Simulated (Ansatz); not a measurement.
Sb₃⁺ was relaxed with PBE-D4 (def2-SVP) in Ansatz in these states: charge +1 quintet, charge +1 singlet, charge +1 triplet. The geometries follow in no particular order.

In the def2 sets Sb takes a core potential; there is no spin–orbit coupling.

A:

```xyz
3

Sb    0.6079    1.0463    1.0563
Sb    1.1891   -0.8647   -1.0493
Sb   -1.7970   -0.1816   -0.0070
```

B:

```xyz
3

Sb    1.1149   -0.4030    1.3074
Sb    0.6408    0.5374   -1.1931
Sb   -1.7557   -0.1345   -0.1143
```

C:

Cartesian coordinates in Å:
```
Sb -0.509 -1.467 0.364
Sb 0.918 0.804 1.027
Sb -0.409 0.663 -1.391
```

Q: Judge from the bond lengths which geometry belongs to which state (an estimate).

A: A is the charge +1 quintet (Sb2–Sb3 3.236 Å, Sb1–Sb3 2.902 Å, Sb1–Sb2 2.902 Å); B is the charge +1 triplet (Sb2–Sb3 2.713 Å, Sb1–Sb3 3.215 Å, Sb1–Sb2 2.713 Å); C is the charge +1 singlet (Sb2–Sb3 2.763 Å, Sb1–Sb3 2.763 Å, Sb1–Sb2 2.763 Å).

At PBE0-D4/def2-TZVP a singlet lies 2.55 eV below the charge +1 quintet. At PBE0-D4/def2-TZVP a singlet lies 1.24 eV below the charge +1 triplet. These are the stationary points nearest to one start from a short search; other shapes may lie lower in each state.
